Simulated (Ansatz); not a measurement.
`[F][Ti]([F])([F])[Cl]` + `[Cl][Ga]([Br])[Br]` → `[F][Ti]([F])([Cl])[Br]` + `[F][Ga]([Cl])[Br]` at 500 K and 1 bar (redistribution).

Calculated with Ansatz (gas phase, PBE0-D4/def2-TZVP geometries, no zero-point term in ΔE). CCSD(T)/CBS adds triple-zeta CCSD(T) − MP2 to the extrapolated MP2 energy (def2 sets, frozen cores). For Br, Ga, Ti outer-core shells are correlated without core-valence functions, which leaves a few kJ/mol of doubt a bond. Scalar relativity is left out up to krypton.

```json
{"species": "`[F][Ti]([F])([F])[Cl]`", "CCSD(T)/CBS energy (Eh)": "-1608.34854", "H − E (kJ/mol)": "60.2", "S (J/(mol·K))": "377.1"}
{"species": "`[Cl][Ga]([Br])[Br]`", "CCSD(T)/CBS energy (Eh)": "-7530.52317", "H − E (kJ/mol)": "42.8", "S (J/(mol·K))": "399.0"}
{"species": "`[F][Ti]([F])([Cl])[Br]`", "CCSD(T)/CBS energy (Eh)": "-4081.86855", "H − E (kJ/mol)": "58.8", "S (J/(mol·K))": "411.5"}
{"species": "`[F][Ga]([Cl])[Br]`", "CCSD(T)/CBS energy (Eh)": "-5056.97994", "H − E (kJ/mol)": "43.9", "S (J/(mol·K))": "380.7"}
```

H − E and S are ideal-gas, rigid-rotor, harmonic terms from PBE0-D4/def2-TZVP. 1 Eh = 2625.50 kJ/mol, R = 8.31446 J/(mol·K).

Question: By hand: ΔE, ΔH, ΔS and ΔG.

Answer: ΔE = (-4081.86855) + (-5056.97994) − (-1608.34854) − (-7530.52317) = 0.02322 Eh = 61.0 kJ/mol. Δ(H − E) = 58.8 + 43.9 − 60.2 − 42.8 = -0.3, so ΔH = 60.7 kJ/mol. ΔS = 411.5 + 380.7 − 377.1 − 399.0 = 16.1 J/(mol·K). ΔG = 60.7 − 500 × (16.1)/1000 = 52.7 kJ/mol.

Question: By hand: the equilibrium constant, and the temperature at which ΔG would vanish if ΔH and ΔS stayed fixed.

Answer: log₁₀ K = −ΔG/(RT ln 10) = -5.5. ΔG = 0 at ΔH/ΔS = 3770 K, far beyond where these terms or the molecules hold.

ΔH outweighs TΔS. A doubt of 5 kJ/mol in ΔE shifts log₁₀ K by 0.5 here. These are equilibria of isolated gas molecules and say nothing of rates. Largest T1 diagnostic: 0.024 (customary marks: 0.02 for closed shells, 0.045 for open ones).
